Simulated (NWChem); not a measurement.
System meant: BSiH4F; SMILES B([SiH3])F

The following NWChem deck was run.

```
start job
memory heap 200 mb stack 900 mb global 1100 mb
geometry units angstroms noautoz
  B     -0.550273    -0.778950    -0.000035
  F      0.298263    -1.804950    -0.000065
  H     -1.741841    -1.060780     0.000136
  Si     0.116116     1.150763     0.000239
  H     -0.431559     1.858493     1.215734
  H     -0.439049     1.862136    -1.209658
  H      1.615852     1.281616    -0.004030
end
basis spherical
  B library def2-svp
  F library def2-svp
  H library def2-svp
  Si library def2-svp
end
dft
  xc b3lyp
  iterations 4
  mulliken
end
task dft energy
```

End of the output:

```
    Atom       Charge   Shell Charges
 -----------   ------   -------------------------------------------------------
    1 B    5     5.09   1.97  0.59  0.32  1.31  0.64  0.26
    2 F    9     8.95   1.98  0.99  0.70  3.21  2.07  0.01
    3 H    1     1.05   0.65  0.37  0.03
    4 Si  14    13.67   2.00  1.93  0.68  0.35  5.82  1.34  1.35  0.20
    5 H    1     1.08   0.64  0.42  0.02
    6 H    1     1.08   0.64  0.42  0.02
    7 H    1     1.09   0.64  0.42  0.02

 center of mass
 --------------
 x =   0.02469912 y =  -0.19883183 z =  -0.00003776

 moments of inertia (a.u.)
 ------------------
         420.077014924471          -0.000000000000           0.000000000000
          -0.000000000000          51.336381412273          -0.000000000000
           0.000000000000          -0.000000000000         450.241891815491

     Multipole analysis of the density
     ---------------------------------

     L   x y z        total         alpha         beta         nuclear
     -   - - -        -----         -----         ----         -------
     0   0 0 0     -0.000000    -16.000000    -16.000000     32.000000

     1   1 0 0     -0.149506     -0.074753     -0.074753     -0.000000
     1   0 1 0      0.066003      0.033001      0.033001     -0.000000
     1   0 0 1     -0.000186     -0.000093     -0.000093      0.000000

     2   2 0 0    -20.530920    -25.440713    -25.440713     30.350505
     2   1 1 0      0.298665     -1.801586     -1.801586      3.901837
     2   1 0 1      0.000266      0.000587      0.000587     -0.000909
     2   0 2 0    -22.038906   -119.225598   -119.225598    216.412291
     2   0 1 1      0.000267     -0.000096     -0.000096      0.000459
     2   0 0 2    -19.154531    -14.829046    -14.829046     10.503562

 ------------------------------------------------------------------------
 dft energy failed                                                                                  0
 ------------------------------------------------------------------------
 ------------------------------------------------------------------------
  current input line :
    23: task dft energy
 ------------------------------------------------------------------------
 ------------------------------------------------------------------------
 This type of error is most commonly associated with calculations not reaching convergence criteria
 ------------------------------------------------------------------------
 For more information see the NWChem manual at https://nwchemgit.github.io

0:dft energy failed:Received an Error in Communication
```

### Question
Can this run be used? If not, why, and what is the fix?

### Answer
The run did not converge; its last values are not results. Cause: the SCF was allowed too few iterations. This input runs:
```
start job
memory heap 200 mb stack 900 mb global 1100 mb
geometry units angstroms noautoz
  B     -0.550273    -0.778950    -0.000035
  F      0.298263    -1.804950    -0.000065
  H     -1.741841    -1.060780     0.000136
  Si     0.116116     1.150763     0.000239
  H     -0.431559     1.858493     1.215734
  H     -0.439049     1.862136    -1.209658
  H      1.615852     1.281616    -0.004030
end
basis spherical
  B library def2-svp
  F library def2-svp
  H library def2-svp
  Si library def2-svp
end
dft
  xc b3lyp
  iterations 150
  mulliken
end
task dft energy
```
It converges to -416.44792 Ha (B3LYP/def2-SVP).
